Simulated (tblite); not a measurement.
Species: C6H7F3Si.
Z-matrix (Å and degrees, GFN2-xTB geometry), rows numbered from 1:
```
F 
C   1  1.3347
F   2  1.3302  1  110.74
C   2  1.3389  1  123.14  3  -179.83
F   4  1.3528  2  117.09  1   179.87
C   4  1.4347  2  125.43  1    -0.41
C   6  1.3464  4  123.13  2  -178.95
C   7  1.4379  6  124.75  4  -177.89
C   8  1.5334  7  119.63  6  -160.37
Si  9  1.8724  8   68.45  7  -109.31
H   6  1.0793  4  115.45  2     0.92
H   7  1.0825  6  118.68  4    -0.10
H   8  1.0834  7  114.30  6   -16.53
H   9  1.0810  8  115.16 10  -114.86
H   9  1.0817  8  114.91 10   113.64
H  10  1.4490  8  116.93  9  -105.48
H  10  1.4501  8  115.68  9   106.88
```

Computed with GFN2-xTB (tblite): harmonic, unscaled wavenumbers at the GFN2-xTB geometry, gas phase. The method is semi-empirical: single wavenumbers can be off by several per cent or more. Modes of hydrogen on silicon can be 10 to 20 % off. One conformer, not necessarily the lowest.

Harmonic wavenumbers (cm⁻¹): 41.5, 67.0, 85.0, 125.7, 174.8, 198.4, 263.6, 281.8, 324.4, 380.9, 393.8, 430.2, 464.9, 497.8, 511.8, 522.7, 554.3, 619.8, 722.6, 742.7, 755.1, 772.0, 819.1, 910.2, 939.3, 987.7, 1037.1, 1048.0, 1091.8, 1192.4, 1195.0, 1230.8, 1255.0, 1297.5, 1353.1, 1430.5, 1620.1, 1720.3, 2379.4, 2393.8, 3037.2, 3059.8, 3061.9, 3074.5, 3097.3.

A = 3032, B = 396.3, C = 374.5 MHz; mass 164.027 u (most abundant isotopes); point group C1, symmetry number 1.

Task: Zero-point energy?

Result: ½Σν̃ = 24081 cm⁻¹ = 68.85 kcal/mol.

Task: What is S at 350 K and 1 bar for an ideal gas of classical rigid rotors and harmonic oscillators?

Result: Translation 42.02, rotation 31.42, vibration 39.73: S = 113.2 cal/(mol K).

Task: And Cp and H(350 K) − H(0)?

Result: Cp = 48.19 cal/(mol K), of which vibrations give 40.24 (their classical limit is 45 R = 89.4); H(350 K) − H(0) = 10.08 kcal/mol without the zero-point energy, 7.30 from vibrations.

Task: What must be added to the electronic energy to get the Gibbs energy at 350 K and 1 bar?

Result: ZPE + [H(350 K) − H(0)] − T·S = 68.85 + 10.08 − 39.61 = 39.32 kcal/mol.

Task: How do the functions run with temperature in this model?

Result: 
```csv
T (K),S (cal/(mol K)),Cp (cal/(mol K)),H − H(0) (kcal/mol),G − H(0) (kcal/mol),ln q(vib)
100,73.2,20.0,1.37,-5.95,2.01
200,90.9,32.3,3.99,-14.19,4.98
300,106.1,43.4,7.79,-24.05,8.00
500,132.4,59.6,18.22,-47.99,13.91
800,163.8,73.4,38.40,-92.62,22.00
1000,180.8,79.0,53.67,-127.12,26.81
```

q(vib) and H(0) count from the zero-point level.

Hindered rotation and anharmonicity are outside this model. Other conformers, if any are populated, would add a mixing term that is left out. The structure is chiral; the term R ln 2 for an equal mix with its mirror image is left out.
